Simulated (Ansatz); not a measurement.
`[OH][GeH]([F])[SiH3]` + H₂ → `[F][GeH2][SiH3]` + H₂O at 500 K and 1 bar (hydrogenolysis of a Ge–O bond).

Computed with Ansatz on PBE0-D4/def2-TZVP structures; ΔE is electronic, products minus reactants. CCSD(T)/CBS adds triple-zeta CCSD(T) − MP2 to the extrapolated MP2 energy (def2 sets, frozen cores). This one scheme is used for every species. For Ge outer-core shells are correlated without core-valence functions, which leaves a few kJ/mol of doubt a bond. Scalar relativity is left out up to krypton. Each species was taken in one conformer, which may not be the lowest.

| species | CCSD(T)/CBS energy (Eh) | H − E (kJ/mol) | S (J/(mol·K)) |
| --- | --- | --- | --- |
| `[OH][GeH]([F])[SiH3]` | -2543.22347 | 176.0 | 422.1 |
| H₂ | -1.17544 | 41.0 | 145.5 |
| `[F][GeH2][SiH3]` | -2468.01111 | 151.6 | 380.4 |
| H₂O | -76.37941 | 73.2 | 206.3 |

H − E and S are ideal-gas, rigid-rotor, harmonic terms from PBE0-D4/def2-TZVP, for one conformer and one mirror image of each species. The MP2-based limit puts H₂ 0.8 mEh under its directly extrapolated value; such offsets cancel only in part. 1 Eh = 2625.50 kJ/mol, R = 8.31446 J/(mol·K).

Task: By hand: ΔE, ΔH, ΔS and ΔG.

Result: ΔE = (-2468.01111) + (-76.37941) − (-2543.22347) − (-1.17544) = 0.00839 Eh = 22.0 kJ/mol. Δ(H − E) = 151.6 + 73.2 − 176.0 − 41.0 = 7.8, so ΔH = 29.8 kJ/mol. ΔS = 380.4 + 206.3 − 422.1 − 145.5 = 19.1 J/(mol·K). ΔG = 29.8 − 500 × (19.1)/1000 = 20.2 kJ/mol.

Task: By hand: the equilibrium constant, and the temperature at which ΔG would vanish if ΔH and ΔS stayed fixed.

Result: log₁₀ K = −ΔG/(RT ln 10) = -2.1. ΔG = 0 at ΔH/ΔS = 1560 K, though so small a ΔS makes that figure unsure.

ΔH outweighs TΔS. A doubt of 5 kJ/mol in ΔE shifts log₁₀ K by 0.5 here. Other conformers and mirror images would add mixing entropy, several J/(mol·K) or more a flexible species. These are equilibria of isolated gas molecules and say nothing of rates. Largest T1 diagnostic: 0.013 (customary marks: 0.02 for closed shells, 0.045 for open ones).
